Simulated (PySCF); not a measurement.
**Structure elucidation problem**

An unknown has the formula C4H12NPSi3. Its calculated NMR data are:

1H NMR (400 MHz, computed): δ 6.62 (m, 2H), 6.61 (m, 2H), 5.62 (m, 1H), 4.29 (m, 1H), 3.98 (m, 1H), 3.50 (d, 3H), 1.10 (m, 2H).

13C{1H} NMR (computed): δ 129.1 (CH, 2C), 118.7 (CH, 2C).

PySCF 2.14.0 with density-fitted response routines calculation with shielding tensors at PBE0/pcSseg-1 (GIAO) and structure optimised with GFN2-xTB; non-relativistic, in vacuum, one averaged value for each set of equivalent atoms, one computed conformer.

Scale: 1H, 13C against TMS (reference shieldings calculated alike).

Task: What is the structure?

Result: 
- 2 carbon signals for 4 carbons: some carbons are equivalent by symmetry or fast rotation.
- Carbon types of the structure: 4 × CH, leaving 8 H on heteroatoms.
- δC 129.1: aromatic CH next to a ring nitrogen.
- δC 118.7: aromatic CH.
- δH 6.62: hydrogen on an aromatic CH next to a ring nitrogen; ring-current deshielding.
- δH 6.61: hydrogen on an aromatic CH; the ring current deshields protons in the ring plane.
- δH 5.62: hydrogen on a silicon bonded to N, 2 Si.
- δH 4.29, 3.98: hydrogen on a silicon bonded to P, Si.
- δH 1.10: hydrogen on a phosphorus bonded to Si.

Structure: SMILES [SiH3][Si@@H]([SiH2]P)n1cccc1.

The data come from this structure; uniqueness wasn't tested.

Splittings by 31P in the carbon and heteronuclear signals aren't shown, as no couplings were computed. Shifts are as computed. Against solution values, carbons near 30 ppm lie about +3 ppm off and those near 130 ppm about +5 ppm. Of 1211 compounds with measured shifts, 218 miss one by over three times the rms of a fit or turn the order of signals round; such compounds aren't used in these exercises. No couplings were computed; multiplicities are counted from neighbouring protons, with m where these are inequivalent, close in shift, in a saturated or five-membered ring or joined by F or P, and br s for small geminal =CH2 splittings.
